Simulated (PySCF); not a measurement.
# P²⁺: ionisation energy

P²⁺ [Ne] 3s2 3p1 (2P) → P³⁺ [Ne] 3s2 (1S), as a difference of total energies. All numbers are calculated (PySCF 2.14, scalar relativity by spin-free X2C-1e, in x2c-TZVPPall with one added diffuse shell each of s, p, d type (6s6p4d1f, 51 functions)). Correlated levels: valence: [Ne] frozen. The calculations carry no spin-orbit coupling.

| method | ionisation energy (eV) | plus first-order spin-orbit estimate | error of that sum (eV) |
| --- | --- | --- | --- |
| UHF | 29.585 | 29.627 | -0.576 |
| MP2 (valence) | 29.874 | 29.916 | -0.287 |
| SCS-MP2 (valence) | 29.864 | 29.906 | -0.297 |
| CCSD (valence) | 30.003 | 30.045 | -0.158 |
| CCSD(T) (valence) | 30.031 | 30.073 | -0.130 |
| CCSDT (valence) | 30.042 | 30.084 | -0.119 |

Reference: 30.203 eV (measured; NIST Atomic Spectra Database, ionization energies).

A first-order spin-orbit estimate (lowest level to lowest level, LS coupling) adds 0.042 eV.

Errors of the correlated levels include the incompleteness of this basis and the frozen core.
